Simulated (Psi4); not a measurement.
CH₈Si₂, singlet, geometry from GFN2-xTB. Base run: Psi4 1.11 with CCSD(T)/cc-pVDZ.

The Psi4 input:
```
memory 2 GB

molecule mol {
0 1
Si    1.468642    0.528057    0.075411
Si   -0.451468   -0.735164   -0.161107
C    -2.000194    0.324208    0.148495
H     2.683665   -0.272308   -0.097516
H     1.555907    1.621109   -0.898862
H     1.577239    1.158068    1.395639
H    -0.505769   -1.870123    0.774015
H    -0.586066   -1.321562   -1.504098
H    -2.059930    1.149461   -0.556089
H    -1.993382    0.748704    1.148851
H    -2.910935   -0.259090    0.046834
}

set {
  basis cc-pvdz
  reference rhf
  freeze_core true
}

energy('ccsd(t)')
print_variables()
```

Variants of this job, named by their change:

| change | ΔE vs base (kcal/mol) | MP2 correlation (Eh) | basis functions | core-seconds (rough) |
|---|---|---|---|---|
| base | 0.000 | -0.35792 | 90 | 80 |
| method = qcisd(t) | -0.095 | -0.35792 | 90 | 50 |
| method = mp2 | 46.67 | -0.35759 | 90 | 5 |
| method = mp3 | 12.79 | -0.35759 | 90 | 7 |
| method = mp4 | 2.12 | -0.35792 | 90 | 40 |
| method = fno-ccsd(t) | 0.000 | -0.35792 | 90 | 40 |
| method = dlpno-mp2 | 46.71 | -0.35754 | 90 | 6 |
| method = ccsd | 6.71 | -0.35792 | 90 | 60 |
